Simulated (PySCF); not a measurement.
**Correlation energy of Ga⁻ (gallium, charge -1)**

[Ar] 3d10 4s2 4p2, high-spin 3P determinant. Computed with PySCF 2.14 in dyall-av2z (16s12p8d, 92 functions), with no relativity, point nucleus. Frozen: [Ar] 3d10; 4 electrons correlated; the 34 highest virtual orbitals of each spin left out.

MP2 pair energies summed by pair of shells (mhartree):

| pair | energy | share (%) |
| --- | --- | --- |
| 4s-4p | -20.78 | 50.9 |
| 4s-4s | -15.84 | 38.8 |
| 4p-4p | -4.24 | 10.4 |

Total MP2 correlation energy: -40.86 mhartree.

Same-spin part -8.60 and opposite-spin part -32.26 mhartree; SCS-MP2 scales them by 1/3 and 6/5 to -41.58 mhartree.
